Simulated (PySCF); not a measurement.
**Computed data sheet: `C=Cc1ccc(F)cc1`**

Species: C₈H₇F.
Atom-mapped SMILES: `[CH2:1]=[CH:2][c:3]1[cH:4][cH:5][c:6]([F:7])[cH:8][cH:9]1` (hydrogens: H10, H11 on C1; H12 on C2; H13 on C4; H14 on C5; H15 on C8; H16 on C9)

Some functional groups and rings: C=C double bond, benzene ring and C–F bond.

**PBE0-D3(BJ)/def2-SVP geometry optimisation, gas phase (PySCF)**

| Quantity | Value |
| --- | --- |
| Point group | Cs |
| Rotational constants A, B, C | 5.065, 0.970, 0.814 GHz |

From PBE0/def2-SVPD ground state, ΔSCF and vertical TDDFT (core frozen in the response) (PySCF):

| Item | Value |
| --- | --- |
| Dipole moment | 1.26 D |
| HOMO energy | -6.62 eV |
| LUMO energy | -1.21 eV |
| HOMO–LUMO gap | 5.41 eV |
| Lowest singlet excitation | 4.78 eV (260 nm, f = 0.104) |
| Strongest line among the 10 lowest singlet transitions | S2 at 5.07 eV (245 nm, f = 0.290) |
| Lowest triplet excitation (Tamm–Dancoff) | 3.12 eV |
| Static isotropic polarisability | 97.8 au |
| Vertical ionisation energy | 8.35 eV |
| Electronic spatial extent ⟨r²⟩ about the centre of nuclear charge | 1328 bohr² |

From PBE0/pcSseg-1 ground state and GIAO shieldings, non-relativistic (PySCF):

| Item | Value |
| --- | --- |
| Lowest Hirshfeld atomic charge | -0.10 e on C1 |
| Highest Hirshfeld atomic charge | +0.09 e on C6 |
| 13C chemical shifts (computed TMS as zero) by class | 170.2 (C6), 143.4 (C2), 136.4 (C3), 133.3 (C4/C9), 120.6 (C5/C8), 118.2 (C1) ppm |
| 1H chemical shifts (computed TMS as zero) by class | 7.53 (H13/H16), 7.10 (H14/H15), 6.58 (H12), 6.08 (H11), 5.52 (H10) ppm |
| Isotropic shieldings of nuclei other than C and H, by class | 288 (F7) ppm |
| Mayer bond orders between heavy atoms | C1–C2 1.95, C2–C3 1.09, C3–C4 1.38, C4–C5 1.42, C5–C6 1.43, C6–F7 0.90, C6–C8 1.40, C8–C9 1.45, C9–C3 1.38 |

B3LYP/pcJ-1 indirect spin-spin coupling, non-relativistic, gas phase; spin–dipole term left out for some pairs (PySCF):

| Property | Result |
| --- | --- |
| Largest of the computed one-bond spin–spin couplings (means over like bonds) | 19F–13C -317.9 (F7–C6), 13C–1H +172.9 (C1–H10), 13C–1H +170.0 (C5–H14 and 1 like it), 13C–1H +165.9 (C4–H13 and 1 like it), 13C–1H +163.2 (C1–H11), 13C–1H +159.6 (C2–H12) Hz |

Monoisotopic mass (most abundant isotopes): 122.0532 u.

The principal polarisabilities are 54.4, 96.4 and 142.6 au; their mean is the isotropic value. The polarisability is 14.49 Å³ as a volume (1 au = 0.148185 Å³), or 1.53 au for each of the 64 electrons. The largest Löwdin shares of the HOMO are 0.21 on C1, 0.15 on C3, 0.14 on C2 and 0.13 on C6. The vertical singlet–triplet gap S1 − T1 is 1.66 eV (TDDFT singlet less Tamm–Dancoff triplet; S1: HOMO→LUMO, weight 0.44, beside HOMO→LUMO+1, weight 0.40; T1: HOMO→LUMO, weight 0.90).

One conformer (not necessarily the lowest) at the PBE0-D3(BJ)/def2-SVP geometry, without solvent or vibrations. NMR classes are plain means over equivalent atoms (diastereotopic ones count apart unless rotation or inversion swaps them), as if these changed places fast; in this geometry the members of some classes differ.

The values belong to the conformer `[CH2:1]=[CH:2][c:3]1[cH:4][cH:5][c:6]([F:7])[cH:8][cH:9]1`: C1–C2–C3–C4 180°.
